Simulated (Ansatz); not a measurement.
Several settings on one geometry of SbF₃ (that of the charge 0 singlet, B3LYP-D4/def2-TZVP). Ansatz on 4 threads of Arm Neoverse V2 on a shared host; times are rough.

Cartesian coordinates in Å:
```
Sb -0.005 0.005 0.748
F 1.621 -0.029 -0.239
F -0.784 1.415 -0.263
F -0.832 -1.390 -0.246
```

Totals from different functionals, basis sets or treatments of relativity can't be compared as stabilities.

DK, ANO-RCC and x2c sets are all-electron and run with scalar relativity unless a key says otherwise. In the def2 sets Sb takes a core potential; there is no spin–orbit coupling. LC-ωPBE has ω = 0.4 bohr⁻¹. Correlated methods freeze 26 core orbitals.

The spins typed aren't always the lowest for that charge.

Give the basis size and estimate the energy, ⟨S²⟩, dipole and time of these runs.

| run | method | charge | state | further keys |
| --- | --- | --- | --- | --- |
| 1 | RHF, mp2/ANO-RCC-VTZP | 0 | singlet | electrons: outside_noble_gas; scf: {omitted_lower_state_checks: [starts]}; forces asked |
| 2 | RKS LC-ωPBE/def2-TZVP | 0 | singlet | forces asked |
| 3 | RKS PBEsol-D3(BJ)/def2-mTZVPP | 0 | singlet | nuclear_model: gaussian; forces asked |
| 4 | UKS RPBE/def2-mTZVPP | -1 | doublet | scf: {omitted_lower_state_checks: [starts]}; forces asked |


| run | functions | energy (Eh) | ⟨S²⟩ | dipole (D) | wall time |
| --- | --- | --- | --- | --- | --- |
| 1 | 158 | -6777.6153 | – | 3.85 | 9.5 s |
| 2 | 143 | -539.8966 | – | 3.89 | 1.3 s |
| 3 | 108 | -538.6129 | – | 3.51 | 0.75 s |
| 4 | 108 | -540.0180 | 0.75 | – | 3.5 s |

The highest occupied level of an anion often lies above zero with these methods, and sets without diffuse functions describe the outer electron poorly. At UKS RPBE/def2-mTZVPP the program marks the result for the charge -1 doublet as doubtful (asymmetric forces).
